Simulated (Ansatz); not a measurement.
A structure relaxed at PBE0-D4/def2-SVP in Ansatz, charge 0, singlet:

```
atom   x (Å)   y (Å)   z (Å)
 Al1  -1.885   0.667  -0.192
 Al2  -1.408  -0.377   2.107
 Al3   0.549   0.714   0.954
 Al4   1.712  -1.195  -0.272
 Al5  -0.160  -0.400  -1.810
  H6   1.192   0.590  -0.788
```

Question: Give its formula.

Answer: the cluster Al₅H (the lowest singlet isomer of a short search).

Question: Summarise the bond lengths by kind (pairs closer than 1.2 times the sum of covalent radii, bridged metal pairs left out).

Answer: 6 × Al–Al 2.52 to 2.69 Å.

The restricted singlet is unstable towards broken spin symmetry at other levels; at PBE0-D4/def2-SVP this wasn't settled. The structure comes from a short search, and lower isomers may exist.
